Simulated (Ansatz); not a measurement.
Br4Zr (`[Br][Zr]([Br])([Br])[Br]`). The species carries charge 0 and has multiplicity 1. Zr takes the def2 core potential.

Cartesian coordinates in Å:
```
Br 0.868 -1.010 -2.076
Zr 0.000 0.000 0.000
Br -2.034 -1.200 0.711
Br 1.710 -0.161 1.770
Br -0.544 2.371 -0.405
```

Problem. What are the harmonic wavenumbers in cm⁻¹ at PBE0-D4/def2-TZVP (Ansatz, finite differences of forces, unscaled)? (Estimate.)

Solution. Computed: 60, 60, 71, 71, 71, 233, 321, 321, 321.

Problem. Is this a minimum?

Solution. Yes, all 9 modes are real.

Problem. Give the ideal-gas thermochemistry at 298.15 K and 1 bar (rigid rotor, harmonic oscillator; point group Td, symmetry number 12).

Solution. Zero-point energy 9.1 kJ/mol; H(298) − E = 34.0 kJ/mol; entropy 414.3 J/(mol·K), of which translation 183.9, rotation 117.2, vibration 113.2; G(298) − E = -89.5 kJ/mol. Modes under 100 cm⁻¹ are hindered rotations or soft bends, so the harmonic entropy is rough.

Problem. And at 400, 500, 600, 800 and 1000 K?

Solution. 
```tsv
T (K)	H − E (kJ/mol)	S (J/mol/K)	G − E (kJ/mol)
400	44.6	444.8	-133.3
500	55.1	468.3	-179.0
600	65.8	487.7	-226.9
800	87.2	518.5	-327.6
1000	108.6	542.4	-433.8
```
